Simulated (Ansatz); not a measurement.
The same path of FH$_{6}$O$_{3}$SiZr (12 atoms, charge 0, multiplicity 2) was run twice with different band settings. Lost on the way: Zr1–F2. Made: F2–Si9.

Method: UKS PBE/def2-SVP in Ansatz.

Relaxed end points:

```xyz
12
Properties=species:S:1:pos:R:3
Zr -0.561 0.340 0.417
F -1.564 1.651 1.431
O 1.351 0.577 0.673
H 2.310 0.570 0.787
O -0.957 0.682 -1.443
H -1.067 0.756 -2.400
O -1.154 -1.462 0.835
H -1.354 -2.391 1.006
Si 0.353 -0.478 3.478
H -0.821 -0.909 4.316
H 1.279 -1.639 3.234
H 1.093 0.656 4.135
```

```xyz
12
Properties=species:S:1:pos:R:3
Zr -0.137 -0.415 -0.563
F -0.324 -0.208 2.488
O 1.795 -0.496 -0.455
H 2.757 -0.562 -0.409
O -1.007 1.305 -0.744
H -1.476 2.144 -0.833
O -1.192 -2.019 -0.328
H -1.716 -2.820 -0.203
Si -0.013 0.257 4.046
H -0.704 -0.702 4.969
H 1.470 0.221 4.264
H -0.544 1.646 4.239
```

Common settings: movable images 5; climbing image yes; spring 5.0 eV/Å²; optimiser quadratic models (default); start path through a guess of the saddle point; force threshold 0.03 eV/Å; end points relaxed.

| run | iteration limit |
| --- | --- |
| 1 | 60 |
| 2 | 6 |

Problem. What does each run give, and how far can it be trusted?

Solution. Run 1: converged after 33 iterations, highest image 0.658 eV above the first end. The top lies less than 8 meV above the higher end, about what the thresholds resolve: that end is a shoulder or a very shallow well. A vibrational analysis at the climbing image gives no mode beyond 40i cm⁻¹: the surface is too flat there to confirm a saddle point.
Run 2: not converged after 6 iterations, highest image 0.759 eV above the first end. The band didn't meet its force threshold, so its energies are provisional: the largest band force was still 1.39 eV/Å, and over the last iterations the top moved between 0.76 and 1.21 eV.
